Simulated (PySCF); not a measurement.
An unknown is described by computed data only.

Elements present: C, F, H and O. Monoisotopic mass: 142.0605 u.

- 13C NMR: chemical shifts (computed TMS as zero) by class: 130.9 (1 C), 67.9 (1 C), 63.1 (1 C), 37.6 (1 C), 14.4 (1 C) ppm [GIAO PBE0/pcSseg-1]
- Dipole: 2.48 D [wB97X-D/def2-SVPD]
- UV, strongest line: among the 10 lowest singlet transitions: S8 at 9.81 eV (126 nm, f = 0.095) [TDDFT wB97X-D/def2-SVPD]
- XPS: C1s 290.9, C1s 291.6, C1s 292.3, C1s 292.5, C1s 298.3, O1s 538.6, F1s 693.9 (×3) eV [ΔSCF SCAN, pcX-2 on the ionised atom, pcseg-1 elsewhere, spin-free X2C]
- Rotational structure: rotational constants A, B, C: 3.847, 0.648, 0.630 GHz [PBE0-D3(BJ)/def2-SVP]
- NMR, other nuclei: isotropic shieldings of nuclei other than C and H, by class: 293 (1 O), 258 (3 F) ppm [GIAO PBE0/pcSseg-1]
- Polarisability: 69.3 au [wB97X-D/def2-SVPD]
- UV, first state: lowest singlet excitation: 7.74 eV (160 nm, f = 0.017) [TDDFT wB97X-D/def2-SVPD]

The electronic properties come from PySCF, for the isolated species, density fitting. Levels stand in brackets. Isolated species at its PBE0-D3(BJ)/def2-SVP geometry (one conformer only). NMR classes are plain means over equivalent atoms (diastereotopic ones count apart unless rotation or inversion swaps them), as if these changed places fast.

Question: Which formula fits the mass and the elements?

Answer: C5H9F3O (calculated 142.0605). No other formula that holds each of these elements comes within 0.0003 u with a fitting electron parity and a possible valence count.

Question: Give a SMILES that accounts for the data.

Answer: Numbering: `[CH3:1][CH2:2][O:3][CH2:4][CH2:5][C:6]([F:7])([F:8])[F:9]`. Its formula, C5H9F3O, gives 0 degrees of unsaturation, so no ring and no π bond. 5 carbons fall into 5 classes; from least to most shielded: CF3 carbon [C6] (130.9 ppm), sp3 carbon bound to oxygen [C2] (67.9 ppm), sp3 carbon bound to oxygen [C4] (63.1 ppm), chain CH2 carbon [C5] (37.6 ppm), methyl carbon [C1] (14.4 ppm). The other shieldings belong to: 293 ppm, ether oxygen [O3]; 258 ppm, fluorine of a CF3 group [F7/F8/F9]. The core levels belong to: C1s 290.9 eV, methyl carbon [C1]; C1s 291.6 eV, chain CH2 carbon [C5]; C1s 292.3 eV, sp3 carbon bound to oxygen [C2]; C1s 292.5 eV, sp3 carbon bound to oxygen [C4]; C1s 298.3 eV, CF3 carbon [C6]; O1s 538.6 eV, ether oxygen [O3]; F1s 693.9 eV, fluorine of a CF3 group [F7/F8/F9]. One atom of each topological class was ionised and stands for its class. The optimised geometry has point group C1 and is an asymmetric top. Structure: `CCOCCC(F)(F)F`. Computed isomers that give other values at the same levels: `CC(C)OCC(F)(F)F` (13C chemical shifts (computed TMS as zero) by class: 129.9 (1 C), 76.1 (1 C), 69.9 (1 C), 24.3 (2 C) ppm). The assignments are read from this structure; whether some other isomer fits the data as well wasn't checked.

Shape of the structure used: `[CH3:1][CH2:2][O:3][CH2:4][CH2:5][C:6]([F:7])([F:8])[F:9]`: C1–C2–O3–C4 -73°, C2–O3–C4–C5 -172°, O3–C4–C5–C6 -179°, C4–C5–C6–F7 61°.
